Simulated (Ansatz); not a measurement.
## Ansatz (development build ahead of 0.2.0) run

```yaml
crystal:
  periodic: [false, false, false]
  atoms:
    - { symbol: Be, position_ang: [0.0, 0.0, 0.0] }
    - { symbol: H, position_ang: [2.29264, 0.0, 0.0] }
    - { symbol: H, position_ang: [-2.29264, 0.0, 0.0] }
basis:
  gaussian: { orbitals: "6-31G" }
total_charge: 1
magnetization:
  initial_magnetization: 1
hamiltonian:
  xc: hf
correlation:
  method: fci
  frozen_orbitals: { Be: 0, H: 0 }
```

The input is written out in the form of the current development build from the run's settings.

Results

```json
{"Converged": "yes", "Total energy": "-15.31688 hartree", "State": "lowest doublet root, of any spatial symmetry"}
```
